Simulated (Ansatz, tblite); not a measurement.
Removing and adding an electron: Sn27H34, a nanocrystal cut from hexagonal tin. Total charge 0; singlet. Geometry: r2SCAN-D4/def2-SVP. Ansatz, gas phase; energy differences of separate SCF runs; the oxidised species was run as a doublet alone; the reduced species was run as a doublet alone.

Cartesian coordinates in Å:
```
Sn -4.726 -2.611 -0.619
Sn -4.484 0.149 -1.019
Sn -4.842 1.625 1.345
Sn -1.622 -0.641 -4.560
Sn -1.950 0.710 -2.110
Sn -1.686 3.487 -2.485
Sn -2.458 2.945 2.011
Sn -2.167 4.818 -0.058
Sn 0.848 4.038 -3.539
Sn -2.760 -3.490 1.170
Sn -2.986 -2.296 3.703
Sn 0.088 -4.261 -2.385
Sn 0.547 -2.408 -4.434
Sn -0.218 -2.952 0.090
Sn 0.039 -0.166 -0.306
Sn -0.728 -0.709 4.210
Sn -0.268 1.180 2.171
Sn 2.866 -0.957 -3.837
Sn 2.591 0.395 -1.381
Sn 2.829 3.173 -1.760
Sn 2.077 2.633 2.741
Sn 2.697 4.482 0.723
Sn 1.765 -3.802 1.899
Sn 1.344 -2.592 4.401
Sn 4.290 -3.231 0.836
Sn 4.557 -0.473 0.436
Sn 4.352 0.993 2.825
H -6.300 -3.010 -0.043
H -4.508 -3.415 -2.127
H -5.678 0.660 -2.160
H -6.058 2.817 1.076
H -5.406 0.612 2.616
H -3.067 -1.500 -4.937
H -1.378 0.510 -5.819
H -2.889 3.985 -3.622
H -2.637 3.760 3.525
H -3.641 5.702 -0.192
H -0.923 5.962 0.267
H 1.029 3.191 -5.029
H 1.019 5.719 -3.873
H -2.902 -5.203 1.364
H -4.451 -1.403 3.829
H -3.047 -3.537 4.897
H -1.330 -5.181 -2.722
H 1.400 -5.374 -2.285
H 0.733 -3.228 -5.944
H -0.914 0.119 5.716
H 3.192 0.185 -5.085
H 4.224 -2.015 -3.756
H 4.383 3.483 -2.453
H 1.881 3.451 4.251
H 1.577 5.786 0.666
H 4.242 5.161 1.075
H 1.608 -5.512 2.093
H 0.866 -3.804 5.529
H 2.802 -1.901 4.995
H 4.451 -4.032 -0.682
H 5.536 -3.823 1.868
H 6.105 -0.153 -0.264
H 4.350 -0.057 4.187
H 5.738 2.006 2.974
```

In the def2 sets Sn takes a core potential; there is no spin–orbit coupling. The xTB rows come from tblite. B3LYP takes the VWN-RPA correlation. Single mean-field runs in def2-SVP are fitted with def2-universal-jkfit. HOMO above LUMO, or a gap near zero within one spin, warns that the state may not be the lowest or that an electron is smeared out.

```csv
level,−HOMO (eV),vertical IE (eV),−LUMO (eV),vertical EA (eV),HOMO–LUMO gap (eV),IE − EA (eV),remarks
GFN2-xTB,10.77,11.88,9.93,8.88,0.84,3.00,–
PBE-D4/def2-SVP,5.60,–,2.89,1.82,2.71,–,gap within one spin near zero (-1 doublet)
B3LYP-D4/def2-SVP,6.22,7.20,2.46,1.71,3.77,5.49,–
```

Estimate the rows for GFN1-xTB, PBE0-D4/def2-SVP.


```tsv
level	−HOMO (eV)	vertical IE (eV)	−LUMO (eV)	vertical EA (eV)	HOMO–LUMO gap (eV)	IE − EA (eV)
GFN1-xTB	10.35	11.53	9.03	7.91	1.32	3.62
PBE0-D4/def2-SVP	6.40	7.25	2.29	1.59	4.11	5.66
```

Run but left out: PBE-D4/def2-SVP (charge +1 doublet: an occupied level 0.03 eV above an empty one).   Raw xTB energy differences between charge states are shifted by several eV; the methods need an empirical correction for them. Sets without diffuse functions give affinities that are too small.
